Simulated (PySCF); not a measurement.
Isomers of C8H12.

All values: CAM-B3LYP/def2-SVPD (PySCF) at PBE0-D3(BJ)/def2-SVP geometries, gas phase, one conformer each. Core orbitals are frozen in the response; Δα² is half the sum of the squared differences of the principal polarisabilities.

(1) Rank by dipole moment, highest first.
A. `[CH:1]#[C:2][CH2:3][CH:4]1[CH2:5][CH2:6][CH2:7][CH2:8]1` with C2–C3–C4–C5 -63°, C3–C4–C5–C6 148°, C4–C5–C6–C7 -39°, C5–C6–C7–C8 41°, C6–C7–C8–C4 -27°
B. `C1=C[C@H]2CC[C@@H]1CC2`
C. `C#CC(=C)C(C)(C)C`

(2) Rank by HOMO–LUMO gap, lowest first.
A. `C#CC(=C)C(C)(C)C`
B. `C1=C[C@H]2CC[C@@H]1CC2`
C. `[CH:1]#[C:2][CH2:3][CH:4]1[CH2:5][CH2:6][CH2:7][CH2:8]1` with C2–C3–C4–C5 -63°, C3–C4–C5–C6 148°, C4–C5–C6–C7 -39°, C5–C6–C7–C8 41°, C6–C7–C8–C4 -27°
D. `[CH2:1]=[CH:2]/[CH:3]=[CH:4]\[C:5](=[CH2:6])[CH2:7][CH3:8]` with C1–C2–C3–C4 180°, C3–C4–C5–C6 173°, C4–C5–C7–C8 -71°
E. `[CH2:1]=[C:2]([CH3:3])/[CH:4]=[CH:5]\[C:6](=[CH2:7])[CH3:8]` with C1–C2–C4–C5 -138°, C4–C5–C6–C7 -140°
F. `[CH2:1]=[CH:2]/[CH:3]=[CH:4]/[CH:5]1[CH2:6][CH2:7][CH2:8]1` with C1–C2–C3–C4 180°, C3–C4–C5–C6 130°, C4–C5–C6–C7 142°, C5–C6–C7–C8 -20°, C6–C7–C8–C5 20°, C4–C5–C8–C7 -142°

(3) Rank by polarisability anisotropy Δα, highest first.
A. `[CH:1]#[C:2][CH2:3][CH:4]1[CH2:5][CH2:6][CH2:7][CH2:8]1` with C2–C3–C4–C5 -63°, C3–C4–C5–C6 148°, C4–C5–C6–C7 -39°, C5–C6–C7–C8 41°, C6–C7–C8–C4 -27° (3-cyclopentyl-1-propyne)
B. `[CH2:1]=[CH:2]/[CH:3]=[CH:4]\[C:5](=[CH2:6])[CH2:7][CH3:8]` with C1–C2–C3–C4 180°, C3–C4–C5–C6 173°, C4–C5–C7–C8 -71°
C. `[CH2:1]=[C:2]([CH3:3])/[CH:4]=[CH:5]\[C:6](=[CH2:7])[CH3:8]` with C1–C2–C4–C5 -138°, C4–C5–C6–C7 -140°
D. `C1=C[C@H]2CC[C@@H]1CC2`
E. `[CH2:1]=[CH:2]/[CH:3]=[CH:4]/[CH:5]1[CH2:6][CH2:7][CH2:8]1` with C1–C2–C3–C4 180°, C3–C4–C5–C6 130°, C4–C5–C6–C7 142°, C5–C6–C7–C8 -20°, C6–C7–C8–C5 20°, C4–C5–C8–C7 -142°
F. `C#CC(=C)C(C)(C)C`

Results:

(1) A (0.69 D), C (0.50 D), B (0.26 D).

(2) D (7.00 eV), E (7.79 eV), F (7.97 eV), A (8.56 eV), B (9.60 eV), C (10.32 eV).

(3) B (14.28 Å³), E (11.85 Å³), C (9.07 Å³), F (5.07 Å³), A (2.53 Å³), D (1.19 Å³).

All values together:

```csv
SMILES,μ (D),HOMO (eV),LUMO (eV),α (Å³),Δα (Å³),ΔSCF removal energy (eV)
C=C/C=C/C1CCC1,0.60,-7.64,0.32,15.59,11.85,8.29
C=C/C=C\C(=C)CC,0.34,-7.36,-0.35,16.62,14.28,7.96
C1=C[C@H]2CC[C@@H]1CC2,0.26,-8.28,1.33,12.64,1.19,8.98
C#CCC1CCCC1,0.69,-9.00,1.32,13.17,2.53,9.93
C#CC(=C)C(C)(C)C,0.50,-8.23,0.33,14.24,5.07,–
C=C(C)/C=C\C(=C)C,0.17,-7.76,0.03,15.28,9.07,–
```

Conformers: `[CH2:1]=[CH:2]/[CH:3]=[CH:4]/[CH:5]1[CH2:6][CH2:7][CH2:8]1` with C1–C2–C3–C4 180°, C3–C4–C5–C6 130°, C4–C5–C6–C7 142°, C5–C6–C7–C8 -20°, C6–C7–C8–C5 20°, C4–C5–C8–C7 -142°; `[CH2:1]=[CH:2]/[CH:3]=[CH:4]\[C:5](=[CH2:6])[CH2:7][CH3:8]` with C1–C2–C3–C4 180°, C3–C4–C5–C6 173°, C4–C5–C7–C8 -71°; `[CH:1]#[C:2][CH2:3][CH:4]1[CH2:5][CH2:6][CH2:7][CH2:8]1` with C2–C3–C4–C5 -63°, C3–C4–C5–C6 148°, C4–C5–C6–C7 -39°, C5–C6–C7–C8 41°, C6–C7–C8–C4 -27°; `[CH2:1]=[C:2]([CH3:3])/[CH:4]=[CH:5]\[C:6](=[CH2:7])[CH3:8]` with C1–C2–C4–C5 -138°, C4–C5–C6–C7 -140°.

A dash marks a removal energy that wasn't run or isn't settled.
